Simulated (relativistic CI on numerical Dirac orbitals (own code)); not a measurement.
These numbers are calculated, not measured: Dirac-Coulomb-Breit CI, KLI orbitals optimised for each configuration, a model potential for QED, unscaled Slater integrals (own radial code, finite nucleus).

The strongest absorption lines from the ground level of an ion, among the configurations computed and to levels below about 1010 eV (vacuum wavelength in Å, gf): 17.269 (0.76), 24.107 (0.02), 24.149 (0.017), 28.525 (0.91), 29.153 (1.2), 29.634 (0.29), 31.884 (0.0097), 41.768 (0.01).

(1) Which ion is it?
A. Lu⁵⁰⁺
B. Os⁵⁷⁺
C. Tl⁶⁰⁺
D. Os⁵⁵⁺

Results:

(1) D. Os⁵⁵⁺ has 21 electrons and the ground level 3s2 3p6 3d3 4F_3/2; the strongest line goes to 3s2 3p5 3d4 2F°_5/2. The pattern of lines fixes the number of electrons, and along that sequence the line energies rise steadily with the charge (about as its square where n changes within one kind of shell, about linearly where n is kept but much faster in heavy ions where fine structure, which grows about as Z⁴, sets the gap, and irregularly where shells cross), which fixes Z. Configurations outside the model, such as inner-shell arrays, can give stronger lines. At this charge energies of transitions that change n are usually good to better than 1 %, and those within a shell (Δn = 0) to a few per cent.

LS names give the leading component of a level, which can be under half, so a name can repeat, a term be missing and a line seem to break the LS rules.
